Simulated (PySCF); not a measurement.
## C (carbon, neutral) across methods

[He] 2s1 2p3, high-spin 5S determinant (an excited configuration). Computed with PySCF 2.14 in aug-cc-pVTZ, with no relativity, point nucleus.

```json
{"method": "B3LYP", "E (hartree)": "-37.6866", "mean ε 1s β (eV)": "-278.73", "mean ε 2s α (eV)": "-17.345", "mean ε 2p α (eV)": "-7.972", "Σ⟨r²⟩ (bohr²)": "14.10", "⟨S²⟩": "6.000"}
{"method": "PBE0", "E (hartree)": "-37.6569", "mean ε 1s β (eV)": "-279.88", "mean ε 2s α (eV)": "-18.103", "mean ε 2p α (eV)": "-8.451", "Σ⟨r²⟩ (bohr²)": "14.00", "⟨S²⟩": "6.000"}
{"method": "M06-2X", "E (hartree)": "-37.6685", "mean ε 1s β (eV)": "-288.55", "mean ε 2s α (eV)": "-19.764", "mean ε 2p α (eV)": "-9.705", "Σ⟨r²⟩ (bohr²)": "14.09", "⟨S²⟩": "6.000"}
{"method": "M06-L", "E (hartree)": "-37.6995", "mean ε 1s β (eV)": "-275.22", "mean ε 2s α (eV)": "-16.749", "mean ε 2p α (eV)": "-7.042", "Σ⟨r²⟩ (bohr²)": "13.63", "⟨S²⟩": "6.000"}
{"method": "PBE", "E (hartree)": "-37.6438", "mean ε 1s β (eV)": "-271.13", "mean ε 2s α (eV)": "-15.494", "mean ε 2p α (eV)": "-6.832", "Σ⟨r²⟩ (bohr²)": "14.27", "⟨S²⟩": "6.000"}
{"method": "UHF", "E (hartree)": "-37.59680", "mean ε 1s β (eV)": "-305.55", "mean ε 2s α (eV)": "-25.629", "mean ε 2p α (eV)": "-13.033", "Σ⟨r²⟩ (bohr²)": "13.59", "⟨S²⟩": "6.000"}
{"method": "wB97M-V", "E (hartree)": "-37.6812", "mean ε 1s β (eV)": "-283.29", "mean ε 2s α (eV)": "-20.160", "mean ε 2p α (eV)": "-10.678", "Σ⟨r²⟩ (bohr²)": "14.38", "⟨S²⟩": "6.000"}
{"method": "LDA", "E (hartree)": "-37.3179", "mean ε 1s β (eV)": "-268.45", "mean ε 2s α (eV)": "-15.268", "mean ε 2p α (eV)": "-6.894", "Σ⟨r²⟩ (bohr²)": "14.36", "⟨S²⟩": "6.000"}
```

Estimate the same row for r2SCAN.

E (hartree) = -37.6994; mean ε 1s β (eV) = -274.83; mean ε 2s α (eV) = -16.684; mean ε 2p α (eV) = -7.267; Σ⟨r²⟩ (bohr²) = 13.92; ⟨S²⟩ = 6.000.
